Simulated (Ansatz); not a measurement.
Cost and result for the atomization energy of `FC[S][InH2]` (8 atoms, 7 bonds).

Total charge 0; spin multiplicity 1. Correlated methods include outer-core shells of In, which these sets cover unevenly. In takes the def2 core potential. The geometry is a stationary point of PBE0-D4/def2-TZVP. It is one conformer, not always the lowest. Program: Ansatz. All runs use 4 threads of an Intel Xeon Platinum 8259CL on a shared host. Times are those of one run each, without the atoms' runs, and a repeat can differ threefold. Electronic energies, without spin–orbit coupling; frozen cores. CCSD(T)/CBS adds CCSD(T) − MP2 in def2-TZVPP to the MP2 limit, and its time is that of the two runs behind it. T1 = 0.014. With those shells the extrapolation isn't a true limit.

CCSD(T)/CBS is a level of theory with its own doubt, some kJ/mol a heavy atom from the limit and from the frozen cores, so smaller differences don't rank the functionals.

```json
{"level": "LDA (SPW92)/def2-TZVPP", "functions": "210", "wall time": "1.1 s"}
{"level": "revPBE-D4/def2-TZVPP", "functions": "210", "wall time": "1.6 s"}
{"level": "BLYP-D4/def2-TZVPP", "functions": "210", "wall time": "1.6 s"}
{"level": "PBE-D4/def2-TZVPP (with forces)", "functions": "210", "wall time": "2 s"}
{"level": "PBE0-D4/def2-TZVPP", "functions": "210", "wall time": "2.4 s"}
{"level": "r2SCAN-D4/def2-TZVPP (with forces)", "functions": "210", "wall time": "3.2 s"}
{"level": "CCSD(T)/def2-SVP", "functions": "92", "wall time": "3.7 s"}
{"level": "B2PLYP/def2-TZVPP", "functions": "210", "wall time": "4.3 s"}
{"level": "PBE-QIDH/def2-TZVPP", "functions": "210", "wall time": "4.4 s"}
{"level": "ωB97X-V/def2-TZVPP", "functions": "210", "wall time": "6 s"}
{"level": "MP2/def2-QZVPP", "functions": "386", "wall time": "13 s"}
{"level": "CCSD(T)/def2-TZVPP", "functions": "210", "wall time": "60 s"}
{"level": "CCSD(T)/CBS(def2)", "functions": "–", "wall time": "73 s"}
```

(1) What atomization energy does each give, and how far from CCSD(T)/CBS? (Best estimate.)

## Answers

(1) The calculation gave: 
```
                             level  atomization (kJ/mol)  difference from CCSD(T)/CBS  per bond
            LDA (SPW92)/def2-TZVPP                2769.0                        391.6      55.9
              revPBE-D4/def2-TZVPP                2345.7                        -31.7      -4.5
                BLYP-D4/def2-TZVPP                2345.7                        -31.7      -4.5
   PBE-D4/def2-TZVPP (with forces)                2414.8                         37.4       5.3
                PBE0-D4/def2-TZVPP                2367.1                        -10.3      -1.5
r2SCAN-D4/def2-TZVPP (with forces)                2382.4                          5.0       0.7
                  CCSD(T)/def2-SVP                2209.1                       -168.3     -24.0
                 B2PLYP/def2-TZVPP                2323.1                        -54.3      -7.8
               PBE-QIDH/def2-TZVPP                2348.0                        -29.4      -4.2
                ωB97X-V/def2-TZVPP                2393.6                         16.2       2.3
                    MP2/def2-QZVPP                2372.9                         -4.5      -0.6
                CCSD(T)/def2-TZVPP                2309.0                        -68.4      -9.8
                 CCSD(T)/CBS(def2)                2377.4                          0.0       0.0
```

From PBE to PBE0 (25 % exact exchange), in def2-TZVPP and without D4, the atomization energy moves by −45.2 kJ/mol: exact exchange takes away binding that semilocal exchange gives to molecules. Leaving LDA and LC-ωPBE aside and taking each functional with its dispersion term where it has one, the values, not all of them listed here, spread over 136.8 kJ/mol, from BHLYP-D4 to PBE-D4. LDA lies +370.7 kJ/mol from PBE without D4, its usual overbinding. At CCSD(T), def2-SVP lies −168.3 kJ/mol from the extrapolated value and def2-TZVPP −68.4 kJ/mol: correlation converges slowly with the basis, and small sets miss more of it in the bonded molecule than in its fragments.

Spin–orbit coupling would lower the free In atoms strongly, and the atomization energy with them, by more than many differences here.
